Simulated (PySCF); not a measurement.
In(Br)(Me)(OH) (CH₄BrInO), SMILES [CH3][In]([OH])[Br]. Atoms are numbered in the order given.

```xyz
8

In    -0.6033     0.0059     0.3455
Br     1.5939    -0.0220    -0.8976
C     -1.0063    -1.1808     2.0994
H     -1.2211    -2.2101     1.7795
H     -1.8750    -0.7616     2.6239
H     -0.1214    -1.1740     2.7493
O     -1.9258     1.2524    -0.4975
H     -1.5656     1.6889    -1.2829
```
Charge 0, spin multiplicity 1.

Geometry optimised at B3LYP-D3(BJ)/def2-SVP. The def2 effective core potentials stand for the cores of In; spin–orbit coupling is left out. The values are those of a single conformer.

These are PBE/def2-TZVP run with PySCF values and carry that method's errors.

Atomic charges (e):

```
atom      Löwdin  Mulliken
----  ----------  --------
In1         0.17      0.78
Br2   (withheld)     -0.38
C3         -0.50     -0.59
H4    (withheld)      0.15
H5    (withheld)      0.16
H6    (withheld)      0.16
O7    (withheld)     -0.60
H8          0.16      0.31
```

Q: Some entries are withheld; supply them. (An estimate is asked for; the answer gives what the named calculation found.)

A: 
- Br2, Löwdin: 0.05
- H4, Löwdin: 0.14
- H5, Löwdin: 0.14
- H6, Löwdin: 0.14
- O7, Löwdin: -0.29
